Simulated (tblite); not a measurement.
Compound: C₄H₆FGeN.
Bonds: F1–Ge2, Ge2–N3, N3–C4 (aromatic), C4–C5 (aromatic), C5–C6 (aromatic), C6–C7 (aromatic), N3–C7 (aromatic). Hydrogens: H8, H9 on Ge2; H10 on C4; H11 on C5; H12 on C6; H13 on C7.

Computed with GFN2-xTB (tblite), gas phase: L-BFGS steps from a force-field or distance-geometry start until the largest atomic force falls under 0.01 eV/Å.

Step 8: E = -578.1518 eV
```
atom  x, y, z in Å  |  force x, y, z in eV/Å
F1      2.6932   -0.7323   -1.2893    0.010  -0.031  -0.087
Ge2     2.0892   -0.1312    0.2242    0.097   0.031   0.099
N3      0.2769   -0.0083    0.0527    0.078   0.003   0.032
C4     -0.6349   -0.9882    0.3604   -0.046   0.100  -0.026
C5     -1.8898   -0.5184    0.1232    0.010   0.025  -0.012
C6     -1.7551    0.8083   -0.3485   -0.107  -0.041   0.004
C7     -0.4261    1.0902   -0.3781    0.056  -0.034   0.022
H8      2.7342    1.2112    0.3463   -0.051   0.063  -0.041
H9      2.4906   -1.1888    1.2002   -0.063  -0.067   0.009
H10    -0.3076   -1.9433    0.7242    0.036  -0.060   0.016
H11    -2.8089   -1.0498    0.2678   -0.034  -0.014  -0.002
H12    -2.5551    1.4654   -0.6279   -0.013   0.005  -0.004
H13     0.0891    1.9857   -0.6730    0.028   0.019  -0.011
```

Step 9: E = -578.1537 eV
```
atom  x, y, z in Å  |  force x, y, z in eV/Å
F1      2.6920   -0.7319   -1.2892    0.002  -0.016  -0.046
Ge2     2.0916   -0.1299    0.2297    0.063   0.021   0.042
N3      0.2767   -0.0075    0.0550    0.095   0.001   0.010
C4     -0.6356   -0.9874    0.3585    0.009   0.052   0.028
C5     -1.8904   -0.5176    0.1238    0.016  -0.001  -0.026
C6     -1.7560    0.8072   -0.3491   -0.044  -0.005   0.004
C7     -0.4265    1.0893   -0.3787    0.063  -0.022   0.037
H8      2.7320    1.2186    0.3403   -0.058   0.016  -0.024
H9      2.4867   -1.1977    1.2003   -0.059  -0.025  -0.004
H10    -0.3044   -1.9413    0.7235    0.013  -0.056   0.013
H11    -2.8082   -1.0497    0.2677   -0.064  -0.030   0.003
H12    -2.5540    1.4650   -0.6273   -0.051   0.030  -0.020
H13     0.0918    1.9833   -0.6722    0.014   0.034  -0.018
```

Task: Estimate the geometry and energy of step 10. (The exact step hangs on the optimiser's Hessian estimate; all steps are aligned on step 9, rigid shifts and turns removed.)

Result: E = -578.1546 eV, largest force 0.066 eV/Å
```
atom  x, y, z in Å  |  force x, y, z in eV/Å
F1      2.6914   -0.7320   -1.2901   -0.005  -0.003  -0.010
Ge2     2.0943   -0.1289    0.2332    0.032   0.003  -0.009
N3      0.2780   -0.0071    0.0564    0.063   0.001   0.002
C4     -0.6355   -0.9866    0.3582    0.039   0.009   0.053
C5     -1.8907   -0.5174    0.1237    0.012  -0.026  -0.021
C6     -1.7567    0.8068   -0.3495    0.013   0.026  -0.001
C7     -0.4260    1.0888   -0.3785    0.040  -0.004   0.036
H8      2.7298    1.2228    0.3369   -0.052   0.002  -0.013
H9      2.4836   -1.2026    1.2003   -0.050  -0.007  -0.007
H10    -0.3028   -1.9410    0.7233   -0.005  -0.032   0.005
H11    -2.8088   -1.0501    0.2677   -0.045  -0.022  -0.001
H12    -2.5543    1.4654   -0.6274   -0.044   0.024  -0.020
H13     0.0933    1.9826   -0.6720    0.001   0.028  -0.015
```

The energy changes by -0.0009 eV. The first-order estimate −F·Δx gives -0.0013 eV and the mean of the old and new forces, exact on a quadratic surface, -0.0009 eV. The step makes an angle of 56° with the force vector and moves no atom by more than 0.006 Å.

The cost below is that of the whole relaxation. Time: 0.21 s of wall time. Hardware: one thread of an Arm Neoverse N1 (shared host).
